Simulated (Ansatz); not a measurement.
Ideal-gas functions of `[ZnH][S][SiH2][TeH]` at 600 K and 1 bar, from an Ansatz frequency run at PBE0-D4/def2-TZVP.

Molar mass 257.17 g/mol, point group C1 (symmetry number 1), electronic degeneracy 1, moments of inertia 228.808, 558.074, 771.448 u Å². Harmonic wavenumbers (cm⁻¹, unscaled): 45, 76, 145, 261, 312, 347, 400, 415, 432, 563, 583, 688, 791, 943, 1901, 2151, 2217, 2231.

Use S(trans) = R[1.5 ln M + 2.5 ln T − 1.1517]; rotational temperatures θ = 24.2544 K / I; S(rot) = R[ln(√π/σ · √(T³/θAθBθC)) + 1.5]; for each mode x = 1.438777 ν̃/T, S = R[x/(eˣ − 1) − ln(1 − e⁻ˣ)] and H = RT x/(eˣ − 1); 1 cm⁻¹ = 0.0119627 kJ/mol; R = 8.31446 J/(mol·K).

By hand: the entropy, in J/(mol·K).

Translation 192.6. Rotation: θ = 0.106, 0.0435, 0.0314 K, giving 133.8. Vibration, mode by mode: 26.83, 22.48, 17.14, 12.35, 10.92, 10.08, 8.97, 8.69, 8.38, 6.42, 6.17, 5.03, 4.14, 3.10, 0.49, 0.30, 0.26, 0.25, in all 152.0. Electronic 0.0. Sum 478.4 J/(mol·K).

By hand: H − E and G − E in kJ/mol, counted from the electronic energy.

Zero-point energy ½ × 14501 × 0.0119627 = 86.7; thermal vibration 42.5; translation, rotation and pV give 4 RT = 20.0. H − E = 149.2 kJ/mol, and G − E = 149.2 − 600 × 478.4/1000 = -137.8 kJ/mol.

Vibration gives 32 % of the entropy, 66.5 J/(mol·K) of it from the modes under 150 cm⁻¹: soft modes count most, and the harmonic formula is weakest for them. The sum counts one conformer and one mirror image; others add a mixing term.
